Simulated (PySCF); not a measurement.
# What an electron can do to InF

CCSD(T) in PySCF with def2-TZVPPD on every atom (core potentials on In), for the lowest determinant that a PBE0 search found; no spin–orbit coupling.

```tsv
species	state (unpaired electrons)	Re (Å)	ωe (cm⁻¹)	energy of the minimum from the neutral (eV)	De (eV)	dissociates to
InF	singlet (closed shell)	1.996	529	0.00	5.51	In + F
InF⁺	doublet (σ ↑)	1.903	618	9.98	1.04	In⁺ + F
InF⁻	doublet (π ↑)	2.079	418	-0.01	2.26	In + F⁻
```

Task: Work out the lowest energy to break InF into atoms, from its vibrational ground state.

Result: D0 = De − ωe/2 = 5.51 − 0.03 = 5.48 eV (CCSD(T)/def2-TZVPPD).

Task: Work out the ionisation energy of the In atom at this level and the threshold of dissociative ionisation.

Result: IE(In) = 9.98 + 1.04 − 5.51 = 5.51 eV, so In⁺ + F + e⁻ appears at D0 + IE(In) = 10.99 eV (CCSD(T)/def2-TZVPPD). The measured IE(In) is 5.786 eV (NIST ASD).

Task: Work out the electron affinity of the F atom and the threshold of dissociative attachment.

Result: EA(F) = 5.51 − 2.26 − (-0.01) = 3.26 eV, so In + F⁻ needs D0 − EA(F) = 2.22 eV (CCSD(T)/def2-TZVPPD). The measured EA(F) is 3.401 eV.

Task: At which energy does ion-pair formation open?

Result: In⁺ + F⁻ lies at D0 + IE(In) − EA(F) = 7.73 eV (CCSD(T)/def2-TZVPPD).

These are thermodynamic thresholds; the onsets seen under electron impact lie higher where the geometry changes, and cross-sections peak well above them.

Correlated steps freeze 5 core orbitals. These are scalar-relativistic numbers at best; spin–orbit coupling would shift them, the dissociation energy most. For an ion De counts to the pair picked by the measured ionisation energies or electron affinities, which need not be the lowest pair at this level. Where the molecule has an RHF reference, its open-shell atoms are computed with UHF. States were picked by a PBE0 search and need not be the measured ground states.
